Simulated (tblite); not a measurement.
Compound: C4H13F2NSi2.
Atom-mapped SMILES: `[CH3:1][CH2:2][CH2:3][C:4]([F:5])([F:6])[SiH2:7][SiH2:8][NH2:9]` (hydrogens: H10, H11, H12 on C1; H13, H14 on C2; H15, H16 on C3; H17, H18 on Si7; H19, H20 on Si8; H21, H22 on N9)

Computed with GFN2-xTB (tblite), gas phase: L-BFGS steps from a force-field or distance-geometry start until the largest atomic force falls under 0.01 eV/Å.

At the end of the run (lengths in Å): C4–Si7 1.940, Si7–H18 1.469, Si7–Si8 2.308, C2–H13 1.092, C4–F5 1.381, C1–H10 1.087, C1–C2 1.522, Si7–Si8–N9 103.8°, C3–C4–Si7 116.9°, C4–Si7–Si8 106.8°, F5–C4–F6 103.7°, C1–C2–C3–C4 180°, C2–C3–C4–F5 -57°, C3–C4–Si7–Si8 -179°, H19–Si8–N9–H21 67°, H19–Si8–Si7–C4 -53°.

**Question.** These geometries were met on the way; a selection of coordinates is given. Order them by energy above the end point, lowest first.
A. C4–Si7 1.977, Si7–H18 1.473, Si7–Si8 2.301, C2–H13 1.093, C4–F5 1.380, C1–H10 1.087, C1–C2 1.519, Si7–Si8–N9 107.6°, C3–C4–Si7 120.3°, C4–Si7–Si8 103.7°, F5–C4–F6 102.2°, C1–C2–C3–C4 180°, C2–C3–C4–F5 -55°, C3–C4–Si7–Si8 180°, H19–Si8–N9–H21 73°, H19–Si8–Si7–C4 -59°
B. C4–Si7 1.850, Si7–H18 1.503, Si7–Si8 2.309, C2–H13 1.115, C4–F5 1.359, C1–H10 1.107, C1–C2 1.505, Si7–Si8–N9 113.8°, C3–C4–Si7 116.6°, C4–Si7–Si8 106.5°, F5–C4–F6 105.4°, C1–C2–C3–C4 180°, C2–C3–C4–F5 -56°, C3–C4–Si7–Si8 -179°, H19–Si8–N9–H21 65°, H19–Si8–Si7–C4 -60°
C. C4–Si7 1.950, Si7–H18 1.481, Si7–Si8 2.325, C2–H13 1.093, C4–F5 1.378, C1–H10 1.092, C1–C2 1.528, Si7–Si8–N9 107.7°, C3–C4–Si7 120.0°, C4–Si7–Si8 103.8°, F5–C4–F6 102.8°, C1–C2–C3–C4 180°, C2–C3–C4–F5 -55°, C3–C4–Si7–Si8 180°, H19–Si8–N9–H21 75°, H19–Si8–Si7–C4 -57°
D. C4–Si7 1.973, Si7–H18 1.456, Si7–Si8 2.285, C2–H13 1.091, C4–F5 1.387, C1–H10 1.083, C1–C2 1.515, Si7–Si8–N9 109.3°, C3–C4–Si7 119.0°, C4–Si7–Si8 104.1°, F5–C4–F6 103.1°, C1–C2–C3–C4 180°, C2–C3–C4–F5 -56°, C3–C4–Si7–Si8 -179°, H19–Si8–N9–H21 69°, H19–Si8–Si7–C4 -61°
E. C4–Si7 1.907, Si7–H18 1.479, Si7–Si8 2.294, C2–H13 1.094, C4–F5 1.372, C1–H10 1.090, C1–C2 1.526, Si7–Si8–N9 112.3°, C3–C4–Si7 116.8°, C4–Si7–Si8 105.5°, F5–C4–F6 105.0°, C1–C2–C3–C4 180°, C2–C3–C4–F5 -57°, C3–C4–Si7–Si8 -179°, H19–Si8–N9–H21 66°, H19–Si8–Si7–C4 -61°

**Answer.** C (0.044 eV), A (0.079 eV), D (0.136 eV), E (0.245 eV), B (0.412 eV).

| step | E above end (eV) | rms distance from the end, all atoms (Å) | largest force (eV/Å) | rms shift of all bonds from the end (Å) |
| --- | --- | --- | --- | --- |
| 8 | 0.044 | 0.143 | 0.216 | 0.006 |
| 6 | 0.079 | 0.149 | 0.536 | 0.009 |
| 4 | 0.136 | 0.160 | 0.451 | 0.011 |
| 1 | 0.245 | 0.171 | 1.174 | 0.009 |
| 0 | 0.412 | 0.173 | 2.796 | 0.024 |

Rows stand in the order of the answer.
